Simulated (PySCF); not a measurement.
## C₆ coefficients of unlike pairs at PBE

Calculated with PySCF 2.14 from the dipole response of each species, C₆(A,B) = (3/π) ∫ α_A(iu) α_B(iu) du, in atomic units, from isotropic polarisabilities. For ions this is the dispersion term alone; charge-induced terms of lower order in 1/R come first.

| species | configuration | basis | relativity | α (bohr³) | C₆ (like pair) |
| --- | --- | --- | --- | --- | --- |
| Cd | [Kr] 4d10 5s2 (1S) | aug-cc-pVTZ-PP with one added diffuse shell each of s, p, d, f, g type with ECP28MDF (7s7p6d4f3g) | core potential | 46.96 | 423.4 |
| Sr⁺ | [Kr] 5s1 (2S) | dyall-av2z (22s16p11d) | none | 102.9 | 911.6 |
| In²⁺ | [Kr] 4d10 5s1 (2S) | aug-cc-pwCVTZ-DK3 (10s9p7d4f1g) | spin-free X2C | 13.21 | 63.65 |
| Co³⁺ | [Ar] 3d6 (5D) | aug-cc-pVTZ with one added diffuse shell each of s, p, d, f, g type (9s8p6d4f3g) | none | 1.859 | 4.482 |

Estimate C₆ for In²⁺ with Sr⁺.

The integral gives 198.4. The combination rule 2 C_A C_B / (C_A α_B/α_A + C_B α_A/α_B) gives 189.3 and the geometric mean 240.9.

No spin-orbit coupling is included.

The other pairs:

```json
{"pair": "Co³⁺, Cd", "C₆": "32.88"}
{"pair": "In²⁺, Cd", "C₆": "157.0"}
{"pair": "Sr⁺, Cd", "C₆": "583.7"}
{"pair": "Co³⁺, In²⁺", "C₆": "15.32"}
{"pair": "Co³⁺, Sr⁺", "C₆": "36.82"}
```
